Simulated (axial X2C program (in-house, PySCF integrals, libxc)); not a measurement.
**Outer orbitals of HgC at 2.138 Å, B3LYP**

All values were computed with an axial X2C code built on PySCF integrals. Spin-free means the one-electron spin-free X2C Hamiltonian; two-component (2c) means X2C with spin–orbit coupling and atomic mean-field two-electron Coulomb and Gaunt terms, so the difference of the two also holds small scalar two-electron terms. Basis: Hg dyall-cv3z [13s14p9d6f4g], C dyall-v3z [7s6p2d1f] (cores contracted in-house); Gaussian nuclei, density fitting, unrestricted open shells. Masses: Hg 201.971 u, C 12.000 u.

The distance is close to the 2c PBE0 minimum; the highest filled and lowest empty levels are listed.

Spin-free orbitals, state M_S = 1, Λ = 0 (beyond evenly filled blocks: π+α, π-α) (Löwdin shares):

| symmetry | occupied | ε (eV) | atomic character |
| --- | --- | --- | --- |
| σα | yes | -16.63 | 60% C s, 22% Hg d, 7% Hg s |
| σβ | yes | -14.84 | 47% Hg d, 36% C s, 7% Hg s |
| π-α | yes | -12.84 | 97% Hg d, 3% C p |
| π+α | yes | -12.84 | 97% Hg d, 3% C p |
| π-β | yes | -12.72 | 98% Hg d |
| π+β | yes | -12.72 | 98% Hg d |
| δ-α | yes | -12.51 | 100% Hg d |
| δ+α | yes | -12.51 | 100% Hg d |
| δ+β | yes | -12.49 | 100% Hg d |
| δ-β | yes | -12.49 | 100% Hg d |
| σα | yes | -12.26 | 75% Hg d, 14% C s, 4% Hg s |
| σβ | yes | -11.50 | 50% Hg d, 30% C s, 13% Hg s |
| σα | yes | -8.34 | 55% Hg s, 34% C p, 6% C s |
| σβ | yes | -7.82 | 52% Hg s, 26% C p, 11% C s |
| π-α | yes | -6.40 | 86% C p, 7% Hg p, 4% Hg d |
| π+α | yes | -6.40 | 86% C p, 7% Hg p, 4% Hg d |
| σα | no | -3.44 | 46% C p, 29% Hg p, 19% Hg s |
| σβ | no | -2.90 | 52% C p, 30% Hg p, 14% Hg s |
| π+β | no | -2.35 | 57% C p, 40% Hg p |
| π-β | no | -2.35 | 57% C p, 40% Hg p |

Spinors with spin–orbit coupling (state Ω = 1):

| ω | occupied | ε (eV) | atomic character | λ mixture |
| --- | --- | --- | --- | --- |
| 1/2 | yes | -16.68 | 59% C s, 24% Hg d, 7% Hg s | 99% σ, 1% π |
| -1/2 | yes | -15.07 | 58% Hg d, 29% C s, 5% Hg s | 90% σ, 10% π |
| 3/2 | yes | -13.71 | 99% Hg d | 73% δ, 27% π |
| -3/2 | yes | -13.70 | 100% Hg d | 76% δ, 24% π |
| 1/2 | yes | -13.60 | 88% Hg d, 7% C s | 71% π, 29% σ |
| -1/2 | yes | -13.30 | 77% Hg d, 14% C s, 4% Hg s | 78% π, 22% σ |
| 3/2 | yes | -12.09 | 97% Hg d, 2% C p | 73% π, 27% δ |
| -3/2 | yes | -11.99 | 98% Hg d | 76% π, 24% δ |
| 5/2 | yes | -11.82 | 100% Hg d | 100% δ |
| 1/2 | yes | -11.80 | 83% Hg d, 9% C s, 4% C p | 72% σ, 28% π |
| -5/2 | yes | -11.80 | 100% Hg d | 100% δ |
| -1/2 | yes | -11.30 | 59% Hg d, 23% C s, 11% Hg s | 88% σ, 12% π |
| 1/2 | yes | -8.35 | 55% Hg s, 34% C p, 6% C s | 100% σ |
| -1/2 | yes | -7.84 | 52% Hg s, 27% C p, 11% C s | 100% σ |
| -1/2 | yes | -6.45 | 85% C p, 8% Hg p, 4% Hg d | 99% π, 1% σ |
| 3/2 | yes | -6.38 | 87% C p, 6% Hg p, 4% Hg d | 100% π |
| 1/2 | no | -3.53 | 45% C p, 32% Hg p, 18% Hg s | 94% σ, 6% π |
| -1/2 | no | -2.96 | 51% C p, 30% Hg p, 14% Hg s | 97% σ, 3% π |
| 1/2 | no | -2.45 | 55% C p, 42% Hg p | 95% π, 5% σ |
| -3/2 | no | -2.26 | 61% C p, 36% Hg p | 100% π |

Q: How does the gap between the highest filled and lowest empty level change from the spin-free to the 2c table?

A: From 2.96 to 2.85 eV at B3LYP, a change of -0.11 eV.

Mulliken charges and populations of the two-component result (they depend on the basis, above all on diffuse functions):

Hg 0.24 e (s 11.64 p 24.22 d 29.89 f 14.02), C -0.24 e (s 3.88 p 2.33 d 0.02). ⟨Lz⟩ = 0.01 ħ and ⟨Sz⟩ = 0.99 ħ (0.02 and 0.98 on the two atoms), which add up to Ω.

Occupations by symmetry block were frozen at the best pattern of an incomplete PBE0 search. Density functionals use the spin component along the axis (collinear). With several unpaired electrons one determinant need not be a pure state. Open-shell Ω = 0 determinants with evenly filled partner blocks cannot be reached by this program, so the Ω shown need not be the lowest component. This is the Ω = 1 component of a π² triplet; the 0⁺ component is not one determinant and can lie lowest.
